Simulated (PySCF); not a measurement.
Diatomics of In with group 14

MP2 with double-zeta basis sets in PySCF, for the lowest determinant that a PBE0 search found; no spin–orbit coupling. De refers to high-spin ground-configuration atoms.

```csv
M,basis,"reference, frozen orbitals",state (unpaired electrons),Re (Å),ωe (cm⁻¹),De (eV)
C,x2c-SVPall,"UHF, 19","quartet (σ ↑, π ↑↑)",2.218,498,2.63
Si,def2-SVPD,"UHF, 9","quartet (σ ↑, π ↑↑)",2.634,263,2.10
Ge,def2-SVP,"UHF, 13","quartet (σ ↑, π ↑↑)",2.668,189,2.02
Sn,def2-SVP,"UHF, 8","quartet (σ ↑, π ↑↑)",2.849,155,1.82
Pb,def2-SVP,"UHF, 8","quartet (σ ↑, π ↑↑)",2.903,135,1.72
```

By what factor does the bond length vary along the series?

At MP2 it runs from 2.218 Å (InC) to 2.903 Å (InPb), a factor of 1.31.

The rows differ in basis set, which adds steps of its own.

Down a group the atoms grow and get heavier, so bonds lengthen and wavenumbers fall; this series shows no clear exception.

Correlated steps freeze the inner cores (8 to 19 orbitals); shallow outer-core shells are correlated. Correlated levels converge slowly with the basis: in double zeta they bind strong bonds too weakly, by up to about 1 eV, and carry superposition errors of some tenths. Spin–orbit coupling is left out, which matters for elements this heavy, above all for dissociation energies. States were picked by a PBE0 search and need not be the measured ground states.
